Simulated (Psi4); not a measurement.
C$_{3}$H$_{4}$BF$_{2}$N (SMILES CN1C=C(F)B1F), singlet, geometry from GFN2-xTB; B3LYP5/6-31G** (Psi4).

The Psi4 input:
```
memory 2 GB

molecule {
0 1
  C    -2.37112689   -0.35056281   -0.08278616
  N    -0.95345456   -0.15517216   -0.03302473
  C     0.05185757   -1.22484216    0.02475111
  C     1.11465312   -0.42607944    0.04991522
  F     2.42025305   -0.72579518    0.10467068
  B     0.06560041    0.80739072   -0.01255695
  F     0.02051411    2.11788743   -0.03864729
  H    -2.86104603    0.62014981   -0.11930727
  H    -2.65182005   -0.92386939   -0.97210566
  H    -2.71870381   -0.89081849    0.80359543
  H    -0.16145753   -2.27613424    0.03628393
}

set basis 6-31g**

energy('b3lyp5')
print_variables()
```

The log (banner, timings and long lists left out):

```
   => Loading Basis Set <=

    Name: 6-31G**
    Role: ORBITAL
    Keyword: BASIS

         ---------------------------------------------------------
                                   SCF
               by Justin Turney, Rob Parrish, Andy Simmonett
                          and Daniel G. A. Smith
                              RKS Reference
         ---------------------------------------------------------

  ==> Geometry <==

    Molecular point group: c1
    Full point group: C1

    Geometry (in Angstrom), charge = 0, multiplicity = 1:

       Center              X                  Y                   Z               Mass
    ------------   -----------------  -----------------  -----------------  -----------------
         C           -2.476206957294    -0.405374374106    -0.085723919421    12.000000000000
         N           -1.058534627294    -0.209983724106    -0.035962489421    14.003074004430
         C           -0.053222497294    -1.279653724106     0.021813350579    12.000000000000
         C            1.009573052706    -0.480891004106     0.046977460579    12.000000000000
         F            2.315172982706    -0.780606744106     0.101732920579    18.998403162730
         B           -0.039479657294     0.752579155894    -0.015494709421    11.009305360000
         F           -0.084565957294     2.063075865894    -0.041585049421    18.998403162730
         H           -2.966126097294     0.565338245894    -0.122245029421     1.007825032230
         H           -2.756900117294    -0.978680954106    -0.975043419421     1.007825032230
         H           -2.823783877294    -0.945630054106     0.800657670579     1.007825032230
         H           -0.266537597294    -2.330945804106     0.033346170579     1.007825032230

  Running in c1 symmetry.

  Rotational constants: A =      0.13215  B =      0.07157  C =      0.04684 [cm^-1]
  Rotational constants: A =   3961.82597  B =   2145.72717  C =   1404.19400 [MHz]
  Nuclear repulsion =  273.249055847422312

  Charge       = 0
  Multiplicity = 1
  Electrons    = 52
  Nalpha       = 26
  Nbeta        = 26

  ==> Algorithm <==

  SCF Algorithm Type is DF.
  DIIS enabled.
  MOM disabled.
  Fractional occupation disabled.
  Guess Type is SAD.
  Energy threshold   = 1.00e-06
  Density threshold  = 1.00e-06
  Integral threshold = 1.00e-12

  ==> Primary Basis <==

  Basis Set: 6-31G**
    Blend: 6-31G**
    Number of shells: 54
    Number of basis functions: 125
    Number of Cartesian functions: 125
[...]
   @DF-RKS iter   5:  -395.81464671145977   -1.33828e-03   2.80028e-04 ADIIS/DIIS
   @DF-RKS iter   6:  -395.81521954495162   -5.72833e-04   6.71120e-05 DIIS
   @DF-RKS iter   7:  -395.81524955184358   -3.00069e-05   1.76240e-05 DIIS
   @DF-RKS iter   8:  -395.81525130212532   -1.75028e-06   5.60101e-06 DIIS
   @DF-RKS iter   9:  -395.81525149485492   -1.92730e-07   1.49521e-06 DIIS
   @DF-RKS iter  10:  -395.81525151350331   -1.86484e-08   5.44446e-07 DIIS
  Energy and wave function converged.

  ==> Post-Iterations <==

   Electrons on quadrature grid:
      Ntotal   =   52.0000130020 ; deviation = 1.300e-05

    Orbital Energies [Eh]
    ---------------------

    Doubly Occupied:

[...]
    Virtual:

[...]
    Final Occupation by Irrep:
              A
    DOCC [    26 ]
    NA   [    26 ]
    NB   [    26 ]

  @DF-RKS Final Energy:  -395.81525151350331

   => Energetics <=

    Nuclear Repulsion Energy =            273.2490558474223121
    One-Electron Energy =               -1085.3744284820470511
    Two-Electron Energy =                 456.3496368094404829
    DFT Exchange-Correlation Energy =     -40.0395156883191063
    Empirical Dispersion Energy =           0.0000000000000000
    VV10 Nonlocal Energy =                  0.0000000000000000
    Total Energy =                       -395.8152515135033127

Computation Completed

Properties will be evaluated at   0.000000,   0.000000,   0.000000 [a0]

Properties computed using the SCF density matrix

 Multipole Moments:

 ------------------------------------------------------------------------------------
     Multipole            Electronic (a.u.)      Nuclear  (a.u.)        Total (a.u.)
 ------------------------------------------------------------------------------------

 L = 1.  Multiply by 2.5417464519 to convert [e a0] to [Debye]
 Dipole X            :          9.4618760          -10.3257726           -0.8638966
 Dipole Y            :          4.9846523           -5.3861000           -0.4014477
 Dipole Z            :          0.2636134           -0.2886810           -0.0250675
 Magnitude           :                                                    0.9529460

 ------------------------------------------------------------------------------------

  Variable Map:
  ----------------------------------------------------------------------------
[...]
  Array Variable Map:
  ----------------------------------------------------------------------------
[...]
[...]
```
